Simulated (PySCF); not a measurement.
Delta-SCF ions had no search for a lower state. Excitations are Tamm–Dancoff values on a coarser integration grid. The basis has no diffuse functions, so Rydberg states are missing or too high.

Z-matrix (Å, degrees):
```
C
C 1 1.3386
H 2 1.0826 1 119.45
S 2 1.7436 3 117.03 1 179.55
H 4 1.3413 2 95.37 3 3.70
S 1 1.7565 2 119.44 3 -9.11
H 6 1.3459 1 97.12 2 129.53
S 1 1.7566 2 120.75 3 172.16
H 8 1.3433 1 96.16 2 139.75
```
Charge 0, multiplicity 1.

Give the S1–T1 gap (TDA), vertical ionisation energy (Delta-SCF), dipole moment, brightest of the four lowest singlets (TDA) and HOMO–LUMO gap at the level PBE0-D3(BJ)/def2-TZVP in PySCF 2.14.0.


```json
{
  "S1–T1 gap (TDA)": "1.04 eV",
  "vertical ionisation energy (Delta-SCF)": "7.96 eV",
  "dipole_moment": "0.92 D",
  "brightest of the four lowest singlets (TDA)": "5.08 eV",
  "HOMO–LUMO gap": "5.60 eV"
}
```
